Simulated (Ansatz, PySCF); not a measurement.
Process, species as SMILES: FCBr → F[CH]Br + H atom (the C-H bond at the site shown breaks; other sites are not compared here)
Geometries: B3LYP-D3(BJ)/def2-TZVP minima from Ansatz (an electronic-structure program).

Property: bond dissociation energy (enthalpy at 298 K, with B3LYP-D3(BJ) rigid-rotor harmonic-oscillator terms from PySCF), in kcal/mol. Cores are frozen in the correlated levels unless marked. Open shells are spin-unrestricted. Spin-orbit coupling is left out. The frozen core is the preceding noble-gas configuration, with the filled d and f shells of earlier blocks. Non-relativistic. FCI takes restricted orbitals. CBS marks a two-point X^-3 extrapolation of the correlation energy; Hartree-Fock from the larger set. [CCSD(T)-MP2]/basis is that difference in the basis named.

```tsv
level	program	bond dissociation energy (kcal/mol)	minus last row
BP86-D4/def2-TZVPD	PySCF + dftd4	96.8	-3.4
PBE0-D4/def2-TZVPD	Ansatz + dftd4	94.8	-5.4
PBE0/def2-TZVPD	Ansatz	94.6	-5.6
BHLYP-D4/def2-TZVPD	Ansatz + dftd4	96.6	-3.6
HSE06-D3(BJ)/def2-TZVPD	Ansatz + dftd3	94.8	-5.4
MP2/cc-pVDZ	Ansatz	93.5	-6.7
CCSD/cc-pVDZ	Ansatz	94.0	-6.2
FCI/STO-3G	Ansatz	101.5	1.3
RI-MP2/CBS(aug-cc-pVTZ,aug-cc-pVQZ)+[CCSD(T)-MP2]/aug-cc-pVDZ	Ansatz	100.6	0.4
RI-MP2/CBS(aug-cc-pVTZ,aug-cc-pVQZ)+[CCSD(T)-MP2]/aug-cc-pVTZ	Ansatz	100.2	0.0
```
